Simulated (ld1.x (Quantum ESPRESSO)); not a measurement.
hydrogen: one change to a TM semilocal potential, before and after

* Element: H
* Generator: ld1.x (Quantum ESPRESSO) 7.5
* Type: norm-conserving Troullier–Martins (semilocal form)
* Functional: PBEsol
* Relativity: non-relativistic
* Frozen core: none
* Valence charge: 1
* Reference configuration: 1s1
* Partial waves: 1s (bound): rc 1.15 bohr
* Local potential: the s channel
* Core correction: none

All-electron outer shells of the reference configuration (PBEsol, non-relativistic, ld1.x):

| shell | level (eV) | outermost node (bohr) | outermost maximum (bohr) |
| --- | --- | --- | --- |
| 1s | -6.33 | – | 1.05 |

Change: wave 1s (bound): rc 1.15 bohr becomes 1s (bound): rc 0.88 bohr.

Cutoffs: the cutoffs (Ry, on a coarse ladder) from which the occupation-weighted sum of valence levels, in a spherical-Bessel basis at the reference potential, stays within 10 and 1 mRy of its value at 400 Ry; they do not see the model core or the augmentation charge, which bear on the density cutoff. Errors are all-electron minus pseudo energies relative to the spin-unpolarised reference configuration.

Q: Predict the effect on cutoff, ghosts and configuration errors.

A: The potential gets harder (21 Ry and 40 Ry → 30 Ry and 55 Ry); neither file shows a bound ghost. A smaller radius makes the pseudo-wave follow the all-electron one further in, where it bends more sharply, so more plane waves are needed. A semilocal file is local in each channel, so a ghost entry of none says nothing of the separable form that plane-wave codes build from it.

```json
{"quantity": "cutoff, loose", "base": "21 Ry", "changed": "30 Ry"}
{"quantity": "cutoff, tight", "base": "40 Ry", "changed": "55 Ry"}
{"quantity": "bound ghosts", "base": "none", "changed": "none"}
{"quantity": "error for 1s0.5, meV [ΔE 4.66 eV]", "base": "+1.0", "changed": "+0.2"}
```
